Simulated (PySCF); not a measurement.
Se(NH2)(OSiH3) (H₅NOSeSi), SMILES N[Se]O[SiH3].

Geometry: B3LYP-D3(BJ)/def2-SVP. The structure was generated by enumeration, and PubChem lists no compound with its InChIKey, so it may never have been made. One conformer was computed; it need not be the lowest.

Method: TDA-CAM-B3LYP/def2-SVPD (PySCF).

Vertical excitations. 

```csv
state,energy (eV),λ (nm),f,main pairs
S1,4.06,305,0.001,HOMO→LUMO 91 %
S2,5.11,243,0.003,HOMO→LUMO+1 86 %
S3,6.07,204,0.045,HOMO→LUMO+2 89 %
S4,6.31,196,0.019,"HOMO−1→LUMO 66 %, HOMO−2→LUMO 25 %"
S5,6.72,184,0.001,"HOMO−1→LUMO+1 66 %, HOMO−2→LUMO 14 %"
S6,6.97,178,0.046,"HOMO→LUMO+4 36 %, HOMO→LUMO+3 25 %, HOMO−2→LUMO 18 %, HOMO−2→LUMO+1 6 %"
S7,6.99,177,0.105,"HOMO→LUMO+4 32 %, HOMO−2→LUMO 25 %, HOMO−1→LUMO+1 11 %, HOMO−1→LUMO 9 %"
S8,7.10,175,0.018,"HOMO→LUMO+3 40 %, HOMO→LUMO+5 20 %, HOMO→LUMO+4 18 %"
S9,7.24,171,0.039,HOMO→LUMO+5 66 %
S10,7.54,164,0.004,"HOMO→LUMO+6 27 %, HOMO−3→LUMO 22 %, HOMO→LUMO+7 13 %, HOMO→LUMO+9 6 %"
T1,3.21,386,0,HOMO→LUMO 90 %
T2,4.28,290,0,HOMO→LUMO+1 76 %
T3,5.53,224,0,HOMO−1→LUMO 86 %
T4,5.78,214,0,HOMO−2→LUMO 76 %
```
Triplets are in the Tamm–Dancoff approximation.
